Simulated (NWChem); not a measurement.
HSO3 anion

```xyz
5

O      1.4054     0.1468     0.2623
S      0.0309     0.1829    -0.3945
O     -0.9073     1.1331     0.3118
O     -0.5689    -1.4373     0.1141
H      0.0711    -1.6660     0.8064
```
Atoms are numbered in this order, from 1.

Computed with NWChem. Sets without diffuse functions describe the anion's extra electron poorly. All runs use the structure optimised with B3LYP/def2-SVPD.

Problem. Taking B3LYP/cc-pVQZ as the yardstick, which of these has the fewest basis functions while keeping “highest occupied level (eV)” within 0.2 eV of it: B3LYP/aug-cc-pVTZ; B3LYP/aug-cc-pVDZ; B3LYP/cc-pVTZ; B3LYP/cc-pVDZ?

Solution. none of them.
```csv
level,basis functions,highest occupied level (eV),relative time (rough)
B3LYP/cc-pVDZ,65,-0.18,1
B3LYP/aug-cc-pVDZ,105,-1.50,2
B3LYP/cc-pVTZ,138,-0.93,3
B3LYP/aug-cc-pVTZ,211,-1.54,7
B3LYP/cc-pVQZ,254,-1.24,10
```

The yardstick is one finite set, not the basis-set limit.
